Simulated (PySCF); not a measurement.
C2H3BClF, SMILES C=CB(F)Cl. Atoms are numbered in the order given.

```xyz
8

B      0.5249     0.1708     0.0000
F      1.6706     0.8376     0.0000
Cl    -0.9563     1.1292     0.0000
C      0.5115    -1.3817     0.0000
C     -0.6212    -2.0984     0.0000
H      1.4745    -1.9077     0.0000
H     -0.6187    -3.1943     0.0000
H     -1.6004    -1.6063     0.0000
```

Coordinates come from a ωB97X-D3(BJ)/def2-SVP optimisation. Other conformers were not sampled.

These are HF/pcSseg-1 run with PySCF values and carry that method's errors.

GIAO shieldings, no solvent; atoms listed in one row are averaged. δ = σ(ref) − σ: ¹¹B against BF3 (σ = 102.7 ppm); ¹⁹F against CFCl3 (σ = 238.5 ppm); ³⁵Cl against HCl (σ = 958.2 ppm); ¹³C against TMS (σ = 192.6 ppm); ¹H against TMS (σ = 31.99 ppm), references at their B3LYP-D3(BJ)/def2-TZVP geometries, non-relativistic (without spin–orbit terms, shifts of atoms bonded to Cl or Br come out too high).

Computed chemical shifts:
```csv
nucleus,atoms,count,δ (ppm)
¹¹B,B1,1,28.4
¹⁹F,F2,1,-26.1
³⁵Cl,Cl3,1,71.5
¹³C,C5,1,164.2
¹³C,C4,1,134.9
¹H,H8,1,7.51
¹H,H7,1,7.29
¹H,H6,1,6.41
```
